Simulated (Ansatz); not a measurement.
Mulliken charges of ClH2NO2W, SMILES `[NH2][W](=[O])(=[O])[Cl]` from PBE/def2-TZVPP in Ansatz (PBE0-D4/def2-TZVP geometry).

```csv
atom,x (Å),y (Å),z (Å),charge (e)
N1,-0.681,0.606,0.796,-0.411
W2,0.393,-0.407,-0.444,0.930
O3,1.646,-1.150,0.436,-0.335
O4,-0.606,-1.584,-1.159,-0.335
Cl5,1.276,0.936,-2.056,-0.231
H6,-1.687,0.670,0.737,0.191
H7,-0.341,0.930,1.690,0.191
```

Q: By hand: the dipole of these point charges (1 e Å = 4.8032 D).

A: Σ q r = (-0.385, 0.378, 0.441) e Å, of length 0.697 e Å = 3.35 D.

Q: How does the dipole of the full density compare? (Estimate.)

A: The calculation gave: (-0.414, 0.576, 0.427) e Å, 3.98 D; the point charges give 0.84 times that, at 11° from its direction.

Point charges leave out the atoms' own dipoles, such as those of lone pairs, and Mulliken's split depends on the basis, so the two needn't agree.
